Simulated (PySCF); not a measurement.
Start geometry of `C([SiH2]F)#CCC#N` from a GFN2-xTB structure with every atom displaced at random (by about 0.01 Å) (Å):
```
atom  x, y, z in Å
N1     3.3586   -1.3141   -0.1112
C2     2.6615   -0.3973    0.1093
C3     1.7865    0.7313    0.3874
C4     0.4491    0.3456    0.2294
C5    -0.7325   -0.0062    0.0822
Si6   -2.4973   -0.4968   -0.1173
F7    -3.3709    0.7999    0.2140
H8     2.0657    1.5563   -0.2971
H9     1.9826    1.0732    1.4437
H10   -2.7816   -0.8274   -1.4932
H11   -2.8834   -1.4904    0.8920
```

Task: What comes out of this run: PBE0-D3(BJ)/def2-SVP geometry optimisation, gas phase in PySCF?

Result: 
```
atom  x, y, z in Å
N1     3.4466   -1.2551   -0.1426
C2     2.7200   -0.3836    0.0775
C3     1.8013    0.7203    0.3590
C4     0.3990    0.3443    0.2207
C5    -0.7716    0.0322    0.1080
Si6   -2.5190   -0.4750   -0.0652
F7    -3.4674    0.7914    0.2955
H8     2.0391    1.5563   -0.3213
H9     1.9959    1.0835    1.3831
H10   -2.7868   -0.8732   -1.4698
H11   -2.8193   -1.5671    0.8944
```

The energy falls by 4.7 kcal/mol over 8 energy and gradient evaluations, the largest force component goes from 0.0910 to 4.0e-04 Eh/bohr, and the atoms move by 0.058 Å rms after alignment. The bond that changes most is C3–C4 (sp3 carbon next to a nitrile to alkyne carbon), which lengthens by 0.058 Å. Bonds longer at the end by more than 0.005 Å: 5 of 10; shorter: 4. Among the angles that change most is H10–Si6–H11, from 116.6° to 112.2°. Rotational constants go from 8309, 718.8, 669.9 to 8709, 692.3, 649.0 MHz. The orientation of the end geometry is arbitrary; only internal coordinates are fixed.

The run used 122 basis functions and 59 SCF cycles in all. Hardware: Arm Neoverse V2, one thread, no GPU (shared host). Cost: 45 s of wall time, 0.49 GiB resident at most.

No frequency check.
